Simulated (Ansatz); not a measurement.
`[CH3][AlH][SiH2]S`, relaxed with RKS PBE0-D4/def2-TZVP in Ansatz 0.2.0 from a PBE-D4/def2-SVP geometry. The force threshold is 0.005 eV/Å; the program also tests the step.

Charge 0, multiplicity 1.

Start:

```xyz
11

C     1.760   -0.722   -1.359
Al    0.105   -0.982   -0.327
Si   -0.751    0.719    1.244
S    -2.857    0.864    0.675
H     2.230    0.270   -1.212
H     2.509   -1.499   -1.089
H     1.560   -0.855   -2.445
H    -0.762   -2.318   -0.533
H    -0.100    2.071    1.055
H    -0.596    0.388    2.714
H    -3.097    2.064    1.278
```

| step | energy (eV) | largest force (eV/Å) | largest move (Å) |
| --- | --- | --- | --- |
| 1 | -26451.3679 | 0.594 | 0.000 |
| 2 | -26451.4026 | 0.190 | 0.047 |
| 3 | -26451.4067 | 0.111 | 0.057 |
| 4 | -26451.4090 | 0.044 | 0.048 |
| 5 | -26451.4098 | 0.032 | 0.037 |
| 6 | -26451.4104 | 0.062 | 0.066 |
| 7 | -26451.4107 | 0.047 | 0.015 |
| 8 | -26451.4111 | 0.012 | 0.018 |
| 9 | -26451.4114 | 0.021 | 0.027 |
| 10 | -26451.4118 | 0.039 | 0.043 |
| 11 | -26451.4124 | 0.064 | 0.056 |
| 13 | -26451.4136 | 0.093 | 0.055 |
| 15 | -26451.4163 | 0.065 | 0.104 |
| 17 | -26451.4178 | 0.108 | 0.024 |
| 19 | -26451.4197 | 0.031 | 0.052 |
| 21 | -26451.4206 | 0.044 | 0.010 |
| 23 | -26451.4211 | 0.012 | 0.046 |
| 25 | -26451.4213 | 0.021 | 0.062 |
| 27 | -26451.4214 | 0.019 | 0.011 |
| 29 | -26451.4215 | 0.007 | 0.008 |
| 30 | -26451.4215 | 0.003 | 0.004 |

End:

```xyz
11

C     1.876   -0.875   -1.148
Al   -0.001   -0.821   -0.616
Si   -0.827    0.922    0.915
S    -2.932    0.588    1.201
H     2.490   -0.108   -0.672
H     2.312   -1.852   -0.914
H     1.964   -0.752   -2.233
H    -1.019   -1.908   -1.174
H    -0.601    2.296    0.373
H    -0.124    0.890    2.232
H    -3.138    1.622    2.036
```

Hardware: 4 threads of an Arm Neoverse V1 on a shared host. Wall time 85 s, peak host memory 0.47 GiB.
